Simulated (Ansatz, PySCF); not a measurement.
System: CH₂BF₂, net charge 0, doublet state. It need not be the lowest isomer of its formula. 
Coordinates optimised at B3LYP-D3(BJ)/def2-TZVP (Ansatz, a program for electronic structure):
```xyz
6

B      0.6568     0.5226     0.1411
F      1.1691     1.2505    -0.8210
C     -0.5553    -0.4371    -0.1354
F     -0.9768    -1.1361     0.9918
H     -0.2794    -1.1643    -0.9103
H     -1.4041     0.1437    -0.5197
```
Charge 0, spin multiplicity 2.

Dipole moments at this geometry, in debye (magnitudes).

| level | program | dipole (D) |
|---|---|---|
| HF/def2-TZVPD | PySCF | 1.52 |
| PBE/def2-TZVPD | Ansatz | 1.66 |
| BLYP/def2-TZVPD | Ansatz | 1.64 |
| revPBE/def2-TZVPD | Ansatz | [?] |
| r2SCAN/def2-TZVPD | Ansatz | 1.61 |
| r2SCANh/def2-TZVPD | Ansatz | 1.60 |
| M06-2X/def2-TZVPD | PySCF | 1.53 |
| CAM-B3LYP/def2-TZVPD | Ansatz | 1.64 |
| LC-wPBE/def2-TZVPD | Ansatz | 1.67 |
| CCSD(T)/aug-cc-pVDZ | Ansatz | [?] |

Q: Complete the blanks.

A: 
- revPBE/def2-TZVPD, dipole (D): 1.64
- CCSD(T)/aug-cc-pVDZ, dipole (D): 1.62
